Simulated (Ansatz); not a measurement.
Relaxation of ClH5O2Sn (9 atoms, charge 0, multiplicity 1), to a largest force component of 0.03 eV/Å in at most 50 steps.

All numbers below come from RKS PBE0/def2-SVP (Ansatz 0.2.0).

```xyz
9
Properties=species:S:1:pos:R:3:forces:R:3
Sn -0.129 -0.143 -0.106 0.10 0.14 0.26
H -0.246 0.129 1.601 -0.12 -0.23 -0.25
H 1.387 -0.093 -0.868 -0.01 -0.01 0.02
Cl -1.609 1.360 -1.142 -0.03 0.00 0.01
O -0.784 -1.972 -0.492 -0.03 0.00 0.01
H -1.681 -2.124 -0.171 0.01 0.00 -0.03
O 1.267 2.203 1.477 -0.44 -0.56 0.48
H 2.175 2.041 1.762 -0.04 0.01 -0.02
H 0.731 1.646 2.084 0.56 0.65 -0.49
```

**Question.** Where does it end, and by what steps?

**Answer.** It converged. After 30 steps the energy has fallen by 0.327 eV; H9 moved furthest, 1.11 Å.

```json
{"step": "0", "energy less start (eV)": "0.0000", "largest force component (eV/Å)": "0.654", "accepted": "yes"}
{"step": "2", "energy less start (eV)": "0.0413", "largest force component (eV/Å)": "3.155", "accepted": "no"}
{"step": "4", "energy less start (eV)": "-0.0877", "largest force component (eV/Å)": "1.477", "accepted": "yes"}
{"step": "6", "energy less start (eV)": "-0.1642", "largest force component (eV/Å)": "0.132", "accepted": "yes"}
{"step": "8", "energy less start (eV)": "-0.1528", "largest force component (eV/Å)": "1.253", "accepted": "no"}
{"step": "10", "energy less start (eV)": "-0.1776", "largest force component (eV/Å)": "0.775", "accepted": "no"}
{"step": "12", "energy less start (eV)": "-0.1871", "largest force component (eV/Å)": "0.179", "accepted": "yes"}
{"step": "14", "energy less start (eV)": "-0.1871", "largest force component (eV/Å)": "1.161", "accepted": "no"}
{"step": "16", "energy less start (eV)": "-0.2092", "largest force component (eV/Å)": "0.229", "accepted": "yes"}
{"step": "18", "energy less start (eV)": "-0.2402", "largest force component (eV/Å)": "0.200", "accepted": "yes"}
{"step": "20", "energy less start (eV)": "-0.2563", "largest force component (eV/Å)": "0.155", "accepted": "yes"}
{"step": "22", "energy less start (eV)": "-0.2836", "largest force component (eV/Å)": "0.535", "accepted": "yes"}
{"step": "24", "energy less start (eV)": "-0.3168", "largest force component (eV/Å)": "0.436", "accepted": "yes"}
{"step": "26", "energy less start (eV)": "-0.3213", "largest force component (eV/Å)": "0.367", "accepted": "yes"}
{"step": "28", "energy less start (eV)": "-0.3260", "largest force component (eV/Å)": "0.078", "accepted": "yes"}
{"step": "30", "energy less start (eV)": "-0.3266", "largest force component (eV/Å)": "0.018", "accepted": "yes"}
```

```xyz
9
Properties=species:S:1:pos:R:3
Sn 0.040 -0.321 0.313
H -0.306 -0.649 1.946
H 1.593 -0.305 -0.374
Cl -1.221 1.617 -0.322
O -0.803 -1.748 -0.785
H -1.752 -1.832 -0.638
O 1.167 1.787 1.585
H 1.948 2.140 1.142
H 0.446 2.358 1.278
```

Whether the end is a true minimum wasn't checked by a vibrational analysis.

The run took 97 s on 2 threads of Arm Neoverse V1 (shared host), peak memory 0.22 GiB.
